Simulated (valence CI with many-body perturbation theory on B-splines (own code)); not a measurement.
**Which ion has this spectrum?**

A relativistic CI+MBPT calculation for an atom or ion with 22 electrons gives these levels (eV):

| J | Parity | E | g |
| --- | --- | --- | --- |
| 0 | even | 0.000 |  |
| 1 | even | 16.003 | 1.49 |
| 2 | even | 23.927 | 1.34 |
| 4 | even | 25.061 | 1.12 |
| 3 | even | 27.154 | 1.25 |
| 0 | even | 38.917 |  |
| 4 | even | 40.759 | 1.15 |
| 2 | even | 42.005 | 1.06 |
| 3 | even | 42.780 | 1.07 |
| 5 | even | 45.776 | 1.08 |
| 1 | even | 47.600 | 1.20 |
| 6 | even | 47.948 | 1.09 |
| 4 | even | 51.204 | 1.03 |
| 3 | even | 52.067 | 1.13 |

The energies are calculated, and their last digits are not significant.

Question: Which is it?
A. Nd38+
B. Ba34+
C. Ce36+
D. Cs33+

Answer: C. Ce36+, ground level (3d3/2^4) J=0.
